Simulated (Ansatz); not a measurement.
Cost and result for the atomization energy of GaH3O2Se, SMILES `[OH][Ga]([OH])[SeH]` (7 atoms, 6 bonds).

```xyz
7

O    -1.282   -0.697    0.626
Ga    0.021    0.100   -0.292
O    -0.346    0.490   -1.984
Se    2.112    0.663    0.511
H    -1.070   -0.898    1.539
H    -1.233    0.224   -2.239
H     1.799    0.118    1.839
```

The species carries charge 0 and has multiplicity 1. Correlated methods include outer-core shells of Ga, Se, which these sets cover unevenly. Scalar relativity is left out up to krypton. The geometry is a stationary point of PBE0-D4/def2-TZVP. It is one conformer, not always the lowest. Program: Ansatz. Hardware: A = 2 threads of an AMD EPYC 7R13 on a shared host; B = 2 threads of an AMD EPYC 7R13 on a shared host and a share of an NVIDIA H100 80 GB. Times are those of one run each, without the atoms' runs, and a repeat can differ threefold. Electronic energies, without spin–orbit coupling; frozen cores. CCSD(T)/CBS adds CCSD(T) − MP2 in def2-TZVPP to the MP2 limit, and its time is that of the two runs behind it. T1 = 0.013. With those shells the extrapolation isn't a true limit. B3LYP takes the VWN-RPA correlation (the form of Gaussian; ORCA's B3LYP/G).

CCSD(T)/CBS is a level of theory with its own doubt, some kJ/mol a heavy atom from the limit and from the frozen cores, so smaller differences don't rank the functionals.

```
                                 level  functions  wall time
            LDA (SPW92)/def2-TZVPP [A]        200      1.3 s
                PBE0-D4/def2-TZVPP [A]        200      3.9 s
               BHLYP-D4/def2-TZVPP [A]        200      4.2 s
r2SCAN-D4/def2-TZVPP (with forces) [A]        200      4.7 s
 B3LYP-D4/def2-TZVPP (with forces) [A]        200        6 s
                    MP2/def2-QZVPP [B]        382        6 s
             r2SCANh-D4/def2-TZVPP [A]        200      6.5 s
                 B2PLYP/def2-TZVPP [A]        200        7 s
               PBE-QIDH/def2-TZVPP [A]        200        7 s
                CCSD(T)/def2-TZVPP [B]        200        7 s
                ωB97X-V/def2-TZVPP [A]        200      9.5 s
                  CCSD(T)/def2-SVP [A]        107       10 s
                     CCSD(T)/CBS(def2)          –       13 s
```

(1) What atomization energy does each give, and how far from CCSD(T)/CBS? (Estimate.)

## Answers

(1) Ansatz gave: 
```tsv
level	atomization (kJ/mol)	difference from CCSD(T)/CBS	per bond
LDA (SPW92)/def2-TZVPP [A]	2653.4	365.6	60.9
PBE0-D4/def2-TZVPP [A]	2222.9	-64.9	-10.8
BHLYP-D4/def2-TZVPP [A]	2125.2	-162.6	-27.1
r2SCAN-D4/def2-TZVPP (with forces) [A]	2270.4	-17.4	-2.9
B3LYP-D4/def2-TZVPP (with forces) [A]	2222.6	-65.2	-10.9
MP2/def2-QZVPP [B]	2333.7	45.9	7.6
r2SCANh-D4/def2-TZVPP [A]	2241.9	-45.9	-7.7
B2PLYP/def2-TZVPP [A]	2224.0	-63.8	-10.6
PBE-QIDH/def2-TZVPP [A]	2230.3	-57.5	-9.6
CCSD(T)/def2-TZVPP [B]	2218.9	-68.9	-11.5
ωB97X-V/def2-TZVPP [A]	2261.6	-26.2	-4.4
CCSD(T)/def2-SVP [A]	2088.2	-199.6	-33.3
CCSD(T)/CBS(def2)	2287.8	0.0	0.0
```

Leaving LDA and LC-ωPBE aside and taking each functional with its dispersion term where it has one, the values, not all of them listed here, spread over 168.3 kJ/mol, from BHLYP-D4 to PBE-D4. LDA lies +374.6 kJ/mol from PBE without D4, its usual overbinding. The D4 term adds +24.0 kJ/mol with B3LYP and +12.6 kJ/mol with PBE0; it sums over pairs of atoms, weighted by their polarisabilities, and B3LYP, whose exchange is more repulsive, gets the larger term. At CCSD(T), def2-SVP lies −199.7 kJ/mol from the extrapolated value and def2-TZVPP −68.9 kJ/mol: correlation converges slowly with the basis, and small sets miss more of it in the bonded molecule than in its fragments.
